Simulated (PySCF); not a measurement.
Electron correlation in Si (silicon, neutral)

[Ne] 3s2 3p2, high-spin 3P determinant. Calculation: PySCF 2.14, in def2-TZVP; no relativity, point nucleus. Frozen: [Ne]; 4 electrons correlated.

MP2 pair energies summed by pair of shells (mhartree):

```
 pair  energy  share (%)
3s-3p  -33.34       60.7
3s-3s  -15.94       29.0
3p-3p   -5.64       10.3
```

Total MP2 correlation energy: -54.91 mhartree.

Same-spin part -9.55 and opposite-spin part -45.36 mhartree; SCS-MP2 scales them by 1/3 and 6/5 to -57.62 mhartree.

```tsv
level	correlation energy (mhartree)
CCSD	-73.53
(T)	-2.42
CCSD(T)	-75.95
```

Diagnostics: T1 = 0.012, D1 = 0.0298, largest double amplitude 0.097.

Cost of the coupled-cluster step: 0.52 s of wall time on 1 thread of Neoverse-V1 (shared host), for 4 correlated electrons.

Iterations:

```
CC2 = 0
CCSD nocc = (np.int64(3), np.int64(1)), nmo = (32, 32)
frozen orbitals [[0, 1, 2, 3, 4], [0, 1, 2, 3, 4]]
max_cycle = 100
direct = 0
conv_tol = 1e-08
conv_tol_normt = 1e-06
diis_space = 8
diis_start_cycle = 0
Init t2, MP2 energy = -0.0549130118064954
Init E_corr(UCCSD) = -0.0549130118068304
cycle = 1  E_corr(UCCSD) = -0.0675916401708856  dE = -0.0126786284  norm(t1,t2) = 0.0557283
cycle = 2  E_corr(UCCSD) = -0.0711912059470045  dE = -0.00359956578  norm(t1,t2) = 0.022121
cycle = 3  E_corr(UCCSD) = -0.0735028897159238  dE = -0.00231168377  norm(t1,t2) = 0.0106736
cycle = 4  E_corr(UCCSD) = -0.0735150834529702  dE = -1.2193737e-05  norm(t1,t2) = 0.00222488
cycle = 5  E_corr(UCCSD) = -0.0735333871233943  dE = -1.83036704e-05  norm(t1,t2) = 0.000356409
cycle = 6  E_corr(UCCSD) = -0.073527443833119  dE = 5.94329028e-06  norm(t1,t2) = 8.87139e-05
cycle = 7  E_corr(UCCSD) = -0.073530840670913  dE = -3.39683779e-06  norm(t1,t2) = 1.49264e-05
cycle = 8  E_corr(UCCSD) = -0.0735300135458154  dE = 8.27125098e-07  norm(t1,t2) = 3.72043e-06
cycle = 9  E_corr(UCCSD) = -0.0735299960529837  dE = 1.74928317e-08  norm(t1,t2) = 6.7739e-07
cycle = 10  E_corr(UCCSD) = -0.073530023816864  dE = -2.77638803e-08  norm(t1,t2) = 2.05183e-07
cycle = 11  E_corr(UCCSD) = -0.073530025223838  dE = -1.40697407e-09  norm(t1,t2) = 3.82071e-08
UCCSD converged
E(UCCSD) = -288.9243235178376  E_corr = -0.07353002522383804
UCCSD(T) correction = -0.00242055173014965
```
